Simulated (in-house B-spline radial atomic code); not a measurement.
A fraction x of an electron is removed from 3p in the potassium ion K⁴⁺, starting from [Ne] 3s2 3p3 and keeping the highest spin. Computed with a radial B-spline atomic code at the basis-set limit: scalar-relativistic (X2C) B97-1, spin-polarised, spherical fractional occupations, Fermi nucleus of rms radius 3.4349 fm.

Caution: exact exchange at fractional occupations of open shells leaves self-interaction of up to several eV.

| x | E(x) - E(0) (eV) | 3p up level (eV) |
| --- | --- | --- |
| 0 | 0.0000 | -75.176 |
| 0.05 | 3.7786 | -75.967 |
| 0.13 | 9.9066 | -77.235 |
| 0.32 | 24.8689 | -80.266 |
| 0.46 | 36.2635 | -82.515 |
| 0.5 | 39.5770 | -83.160 |
| 0.62 | 49.6726 | -85.101 |
| 0.74 | 60.0015 | -87.050 |
| 0.76 | 61.7457 | -87.375 |
| 0.97 | 80.4546 | -90.808 |
| 1 | 83.1863 | -91.301 |

The exact functional would give a straight line between the two integer points. Deviations E(x) - E(0) - x[E(1) - E(0)], in eV: -0.381 at x = 0.05, -0.908 at x = 0.13, -1.751 at x = 0.32, -2.002 at x = 0.46, -2.016 at x = 0.5, -1.903 at x = 0.62, -1.556 at x = 0.74, -1.476 at x = 0.76, -0.236 at x = 0.97.

The curve lies below the straight line by up to 2.016 eV (at x = 0.5): convex, the delocalisation error, to which spherically averaged exact exchange adds.

(1) How well does Slater's transition state (minus the level at half occupation) give the ionisation energy?

## Answers

(1) It gives 83.160 eV against 83.186 eV from the two total energies; NIST lists 82.66 eV, ground level to ground level. The end point has an open shell averaged over its orbitals, so its exact exchange keeps a self-interaction and this is no true integer point.
